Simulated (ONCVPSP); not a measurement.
# Potentials for Zn (Z = 30) compared

Generated with ld1.x 7.5 (TM, RRKJ, ultrasoft, PAW), atompaw 4.2 or ONCVPSP 4.0.1. The cutoff is in Ry: for ld1.x and atompaw files where the sum of valence levels is converged to 10 mRy in a Bessel basis, for ONCV files where the hardest occupied wave has 1 mHa per electron of residual kinetic energy. The error is the largest all-electron minus pseudo excitation energy over each file’s own four to seven test configurations (ionisations up to +4, promotions, holes and added fractions of an electron), all of which were solved. The labels leave out finer settings (local radius, basis sizes, second energies), which also bear on the numbers. Spin-polarised tests are not counted. The rows are a selection from randomly drawn settings: files with unsolved tests, undetermined cutoffs or missed reference levels are left out.

A true bound ghost makes a file unfit for plane-wave use even where its test errors are small: the radial tests pick states by their node count and pass the ghost by.

| potential | cutoff (Ry) | largest error (meV) | bound ghosts |
| --- | --- | --- | --- |
| ONCV, PBE, scalar-relativistic, rc 0.90/0.95/0.70/0.75 (spdf), local d, core correction yes, reference 3s2 3p6 3d10 4s2, qcut 11.1/15.1/12.2/17.3, projectors 2/2/0/2 | 971 | -12 | none |
| ONCV, PBE, scalar-relativistic, rc 2.10/0.65/0.80 (spd), local smoothed, core correction yes, reference 3p6 3d10 4s2, qcut 4/11.1/15.7, projectors 3/2/1 | 535 | +81 | s |
| ONCV, PBE, scalar-relativistic, rc 1.00/0.80/1.15 (spd), local smoothed, core correction yes, reference 3s2 3p6 3d10 4s2, qcut 15.2/18.3/14.5, projectors 2/2/1 | 197 | -18 | none |
| ONCV, PBE, scalar-relativistic, rc 2.15/2.40/0.70 (spd), local smoothed, core correction no, reference 3d10 4s2, qcut 3.8/4.2/15.8, projectors 2/1/2 | 523 | -156 | s, p |
| ONCV, PBE, scalar-relativistic, rc 1.20/0.70/1.45 (spd), local smoothed, core correction yes, reference 3s2 3p6 3d10 4s1, qcut 10.1/12.7/12.7, projectors 2/2/2 | 172 | +79 | none |
| ONCV, Wu-Cohen, scalar-relativistic, rc 1.00/0.60/1.30 (spd), local smoothed, core correction no, reference 3s2 3p6 3d10 4s1, qcut 13.4/14.3/10.8, projectors 2/2/2 | 188 | +19 | none |

Question: Fill in the row for Zn: ONCV, LDA (Perdew-Wang 92), non-relativistic, rc 1.25/1.10/1.30 (spd), local smoothed, core correction yes, reference 3s2 3p6 3d10 4s1 4p1, qcut 8/15.5/11.8, projectors 2/2/2.

Answer: cutoff 115 Ry, largest error +4.1 meV, bound ghosts: none.

Question: Fill in the row for Zn: ONCV, PBE, non-relativistic, rc 1.30/0.75/1.25 (spd), local smoothed, core correction yes, reference 3s2 3p6 3d10 4s2, qcut 8.1/12.3/14.6, projectors 2/2/2.

Answer: cutoff 150 Ry, largest error +5.9 meV, bound ghosts: none.
